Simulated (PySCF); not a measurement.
# Stretching RbSi

Set-up: Rb def2-SVP with ECP28, Si def2-SVP; scalar-relativistic core potentials (PySCF 2.14). Energies in eV from Rb + Si in their ground configurations at the same level. State: ⁴Σ⁻ (quartet), unpaired electrons σ ↑, π ↑↑.

```json
{"R (Å)": "2.777", "TPSS": "-1.290"}
{"R (Å)": "2.906", "TPSS": "-1.493"}
{"R (Å)": "3.035", "TPSS": "-1.607"}
{"R (Å)": "3.132", "TPSS": "-1.650"}
{"R (Å)": "3.229", "TPSS": "-1.664"}
{"R (Å)": "3.326", "TPSS": "-1.657"}
{"R (Å)": "3.455", "TPSS": "-1.623"}
{"R (Å)": "3.616", "TPSS": "-1.555"}
{"R (Å)": "3.810", "TPSS": "-1.451"}
{"R (Å)": "4.069", "TPSS": "-1.298"}
```

Problem. Put a parabola through the three lowest points of the TPSS curve and estimate Re, k and ωe (reduced mass 21.04 u; 1 eV/Å² = 0.16022 mdyn/Å; ωe = 1302.8·√(k/μ) cm⁻¹).

Solution. Through R = 3.132, 3.229, 3.326 Å the second-order coefficient is 1.12 eV/Å², so Re ≈ 3.245 Å, k ≈ 0.358 mdyn/Å and ωe ≈ 170 cm⁻¹. A polynomial fit of higher order to the unrounded TPSS energies gives Re = 3.242 Å, k = 0.351 mdyn/Å, ωe = 168 cm⁻¹; anharmonicity and rounding make the difference.

The higher-order fit for each curve: TPSS: Re = 3.242 Å, ωe = 168 cm⁻¹, De = 1.66 eV.

Spin–orbit coupling is left out. The state is the lowest determinant that a PBE0 search found; another state may lie lower at other levels.
